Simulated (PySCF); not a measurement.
propoxy(silyl)silane (C3H12OSi2), SMILES CCCO[SiH2][SiH3].

The structure is a stationary point at PBE-D3(BJ)/def2-SVP. One conformer was computed; it need not be the lowest.

Two levels are set side by side: TDA-PBE/def2-SVPD (PySCF) and TDA-M06-2X/def2-SVPD (PySCF). Vertical, same geometry. The lowest singlet is HOMO→LUMO 100 % with PBE and HOMO→LUMO 88 % with the other functional; states are paired by order. Differences are taken from unrounded values.

```
quantity                              TDA-M06-2X
------------------------------------  ----------
lowest singlet excitation (eV)              6.70
lowest triplet excitation (TDA) (eV)        6.07
```

Task: What does TDA-PBE give, and how far is it from TDA-M06-2X? (An estimate is asked for; the answer gives what the named calculation found.)

Result: 
```tsv
quantity	TDA-PBE	TDA-PBE minus TDA-M06-2X
lowest singlet excitation (eV)	5.59	-1.11
lowest triplet excitation (TDA) (eV)	5.36	-0.71
```

Functionals without exact exchange tend to place singlet excitations lower, as here. Differences between two approximate levels are no errors against the true value.

Rough cost on one machine, each run with all the roots and properties that it gave: TDA-M06-2X against TDA-PBE about 9 times.
